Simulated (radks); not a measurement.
Zr IV, configuration [Kr] 4d1. Method: scalar-relativistic Kohn-Sham, XLYP, spin-polarised, spherical densities, finite nucleus; open shells are filled with parallel spins first (spin-orbit coupling, left out, can overturn this in heavy ions); Fermi nuclear charge, rms radius 4.2694 fm; computed with a radial shooting solver on a logarithmic mesh with Libxc functionals.

Unscreened Slater integrals over Kohn-Sham orbitals (eV). They are taken over the spin-up orbitals.

\begin{tabular}{lr}
integral & value \\ \hline
F0(4d,4d) & 13.314 \\
F2(4d,4d) & 6.7561 \\
F4(4d,4d) & 4.4240 \\
F0(4d,4p) & 15.188 \\
F2(4d,4p) & 7.3671 \\
G1(4d,4p) & 9.0575 \\
G3(4d,4p) & 5.5200 \\
F0(4d,4s) & 15.705 \\
G2(4d,4s) & 6.3475 \\
F0(4d,3d) & 17.969 \\
F2(4d,3d) & 3.0248 \\
F4(4d,3d) & 1.2747 \\
G0(4d,3d) & 0.98832 \\
G2(4d,3d) & 1.0868 \\
G4(4d,3d) & 0.81099 \\
F0(4p,4p) & 18.242 \\
F2(4p,4p) & 9.6181 \\
F0(4p,4s) & 19.200 \\
G1(4p,4s) & 13.002 \\
F0(4p,3d) & 23.635 \\
F2(4p,3d) & 5.3598 \\
G1(4p,3d) & 1.7370 \\
G3(4p,3d) & 1.6625 \\
F0(4s,4s) & 20.350 \\
F0(4s,3d) & 25.921 \\
G2(4s,3d) & 2.1528 \\
F0(3d,3d) & 54.872 \\
F2(3d,3d) & 26.846 \\
F4(3d,3d) & 17.015 \\
\end{tabular}

Derived for the open shells (J is the average intra-shell exchange parameter used in DFT+U). 4d: Racah B = F2/49 - 5 F4/441 = 0.08772 eV, C = 35 F4/441 = 0.3511 eV, C/B = 4.00, F4/F2 = 0.655, J = (F2 + F4)/14 = 0.7986 eV.
